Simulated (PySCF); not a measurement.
# A thermochemical cycle for RbSb

MP2 in PySCF with def2-SVPD on every atom (core potentials on Rb, Sb), for the lowest determinant that a PBE0 search found; no spin–orbit coupling. RbSb, a triplet (π ↑↑), has De = 0.70 eV to neutral atoms, and RbSb⁺, a quartet (σ ↑, π ↑↑), has De = 0.16 eV to Rb⁺ + Sb.

At the same level the Rb atom ionises at 4.04 eV.

Problem. What is the adiabatic ionisation energy of the molecule, and does ionisation strengthen or weaken the bond?

Solution. IE = IE(Rb) + De(neutral) − De(ion) = 4.04 + 0.70 − 0.16 = 4.58 eV. De changes by -0.54 eV, so ionisation weakens the bond.

Correlated steps freeze 4 core orbitals. Weak bonds: RbSb⁺. Basis-set superposition, not corrected here, can be much of De in a small basis, most of all at correlated wavefunction levels. These are scalar-relativistic numbers at best; spin–orbit coupling would shift them, the dissociation energy most. For an ion De counts to the pair picked by the measured ionisation energies or electron affinities, which need not be the lowest pair at this level. States were picked by a PBE0 search and need not be the measured ground states.
